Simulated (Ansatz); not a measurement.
Ag4O3⁻. Charge -1, multiplicity 2. Geometry PBE-D4/def2-SVPD.

```xyz
7

Ag    0.891   -2.328   -1.276
Ag    1.568    0.033   -0.186
Ag   -1.359   -0.496   -0.055
Ag   -0.046    1.896    0.929
O    -1.948    1.242    0.865
O    -1.075   -2.278   -0.956
O     1.970    1.931    0.679
```

In the def2 sets Ag takes a core potential; there is no spin–orbit coupling. B3LYP takes the VWN-RPA correlation. At B3LYP-D4/def2-TZVPD, PBE0-D4/def2-TZVPD the charge -1 doublet is spin-contaminated (final ⟨S²⟩ up to 1.12, 0.75 for a pure state). No other spin state of charge -1 was run. Another isomer (doublet) lies 1.09 eV lower at PBE0-D4/def2-TZVPD; other spin states weren't run for this one.

Problem. Estimate the α-spin orbital energies around the gap (eV) in Ansatz with PBE-D4/def2-TZVPD, r2SCAN-D4/def2-TZVPD, B3LYP-D4/def2-TZVPD, PBE0-D4/def2-TZVPD.

Solution. 
```csv
orbital,PBE-D4/def2-TZVPD,r2SCAN-D4/def2-TZVPD,B3LYP-D4/def2-TZVPD,PBE0-D4/def2-TZVPD
HOMO−9,-3.50,-3.70,-4.80,-5.00
HOMO−8,-3.13,-3.23,-4.31,-4.78
HOMO−7,-2.76,-3.09,-4.09,-4.33
HOMO−6,-2.67,-2.93,-3.76,-4.00
HOMO−5,-2.36,-2.49,-3.36,-3.50
HOMO−4,-2.16,-2.29,-3.11,-3.24
HOMO−3,-1.81,-2.03,-2.94,-2.97
HOMO−2,-1.58,-1.79,-2.77,-2.90
HOMO−1,-1.54,-1.65,-2.44,-2.54
HOMO,-1.30,-1.44,-2.30,-2.47
LUMO,-0.83,-0.72,-0.22,0.25
LUMO+1,1.14,1.33,1.57,1.89
LUMO+2,2.14,2.36,2.48,2.75
LUMO+3,2.20,2.50,2.71,2.96
LUMO+4,2.50,2.84,3.01,3.30
LUMO+5,3.33,3.63,3.69,3.94
β HOMO,-1.11,-1.14,-1.64,-1.63
β LUMO,-0.82,-0.75,-0.42,-0.08
```
